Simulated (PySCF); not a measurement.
## Mg: excitation energy

Mg [Ne] 3s2 (1S) → Mg [Ne] 3p2 (3P), as a difference of total energies. All numbers are calculated (PySCF 2.14, scalar relativity by spin-free X2C-1e, in aug-cc-pVTZ-DK (6s5p3d2f, 50 functions)). Correlated levels: valence: [Ne] frozen. The calculations carry no spin-orbit coupling.

```json
{"method": "UHF", "excitation energy (eV)": "6.302", "error (eV)": "-0.871"}
{"method": "MP2 (valence)", "excitation energy (eV)": "6.809", "error (eV)": "-0.364"}
{"method": "SCS-MP2 (valence)", "excitation energy (eV)": "7.030", "error (eV)": "-0.143"}
{"method": "CCSD (valence)", "excitation energy (eV)": "6.987", "error (eV)": "-0.186"}
```

Reference: 7.173 eV (measured; NIST levels, between the centres of gravity of the two terms).

Errors of the correlated levels include the incompleteness of this basis and the frozen core.

With two correlated electrons CCSD is exact in that space.
